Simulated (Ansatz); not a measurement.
BF, charge +1, doublet, geometry from GFN2-xTB (a state made from the parent by changing its charge; the spin is typed, not shown lowest). Base run: BLYP/6-311G** (Ansatz, a first-principles code).

The Ansatz input:
Ansatz 0.2 input:
```yaml
crystal:
  periodic: [false, false, false]
  atoms:
    - {symbol: B, position_ang: [-0.00000000, -0.00000000, -0.77001619]}
    - {symbol: F, position_ang: [0.00000000, 0.00000000, 0.42778677]}
basis:
  gaussian:
    orbitals: 6-311G__.json
hamiltonian:
  xc: blyp
total_charge: 1
magnetization: {spin_polarized: true, initial_magnetization: 1}
```
The basis file holds 6-311G** in the JSON format of the Basis Set Exchange.

Each row names what was changed in the base input (with any setting that the change needs).

| change | ΔE vs base (eV) |
|---|---|
| base | 0.00 |
| occupation = up:A1:5 B1:1 B2:1 down:A1:4 B1:1 B2:1 | 0.00 |
| occupation = up:A1:5 B1:2 down:A1:4 B1:1 B2:1 | 11.63 |
| occupation = up:A1:6 B2:1 down:A1:4 B1:1 B2:1 | 18.05 |
| occupation = up:A1:4 B1:2 B2:1 down:A1:4 B1:1 B2:1 | 6.07 |
| symmetry_tolerance_ang = 0.01 | 0.00 |
| occupation = up:A1:5 B2:2 down:A1:4 B1:1 B2:1 | 11.63 |
